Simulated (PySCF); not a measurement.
**Dipole moment and polarisability of `[H]/N=C/c1ccccc1C`**

C8H9N.
Atom-mapped SMILES: `[H]/[N:9]=[CH:8]/[c:7]1[c:2]([CH3:1])[cH:3][cH:4][cH:5][cH:6]1` (hydrogens: H10, H11, H12 on C1; H13 on C3; H14 on C4; H15 on C5; H16 on C6; H17 on C8; H18 on N9)

Structure used (PBE0-D3(BJ)/def2-SVP), in Å, numbered top down from 1:
```xyz
18
C8H9N angstrom
C      0.1116    2.3688    0.5943
C     -0.2469    0.9119    0.4895
C     -1.5902    0.5247    0.5542
C     -1.9686   -0.8119    0.4628
C     -0.9987   -1.8020    0.3031
C      0.3391   -1.4386    0.2365
C      0.7285   -0.0949    0.3272
C      2.1647    0.2324    0.2492
N      3.0561   -0.6650    0.1066
H      0.6342    2.7310   -0.3051
H      0.7674    2.5715    1.4557
H     -0.7926    2.9804    0.7182
H     -2.3563    1.2946    0.6801
H     -3.0264   -1.0808    0.5172
H     -1.2880   -2.8530    0.2307
H      1.1286   -2.1828    0.1114
H      2.4150    1.3054    0.3230
H      3.9862   -0.2418    0.0740
```

Level: B3LYP/def2-SVPD (PySCF), static field, nuclei fixed, core orbitals frozen in the response. The polarisability tensor in these axes (au):

```
x   137.06   1.30  -5.56
y     1.30 115.00   4.78
z    -5.56   4.78  60.98
```

Give the principal values, the mean and the anisotropy Δα = √{½[(α1 − α2)² + (α2 − α3)² + (α1 − α3)²]}.

Principal values 60.15, 115.39 and 137.50 au; mean 104.34 au = 15.46 Å³ = 17.20 × 10⁻⁴⁰ C²·m²/J; Δα = 69.01 au (66 % of the mean).

What is the dipole moment, and where does it point?

(-0.69, 2.03, 0.23) D, 2.16 D in size, pointing from the negative to the positive side. Measured along this direction, the outermost atoms are H16 at the negative end and H12 at the positive end.

Traceless (Buckingham) quadrupole moment about the centre of nuclear charge: eigenvalues?

-6.81, -4.59, 11.40 D·Å. The values depend on the origin, since the dipole doesn't vanish. The electronic extent ⟨r²⟩ about the same centre is 1202 bohr², a root-mean-square distance of 2.29 Å for the 64 electrons.

Sum over states: ᾱ = Σ f/ω², ω in Eh. What share falls to these 6 lowest TDDFT singlets (eV, f)? 4.46, 0.0010; 4.56, 0.0320; 4.93, 0.2568; 5.97, 0.1582; 6.14, 0.0000; 6.41, 0.3613.

They add up to 18.78 au, 18.0 % of the 104.34 au; the largest single term is 7.81 au, from the state at 4.93 eV. Terms in order: 0.04, 1.14, 7.81, 3.28, 0.00, 6.51 au. Higher excitations give the rest. The strengths listed sum to 0.809.

What molar refraction does this α imply?

Lorentz–Lorenz: R = (4π/3)N_A α = 2.5225 cm³/(mol·Å³) × 15.46 Å³ = 39.0 cm³/mol, in the limit of long wavelengths.

Isolated species at its PBE0-D3(BJ)/def2-SVP geometry (one conformer only).

The run behind these numbers computed excited states as well. Hardware: one thread of an Arm Neoverse V2, no GPU (shared host). Cost: 64 s of wall time.
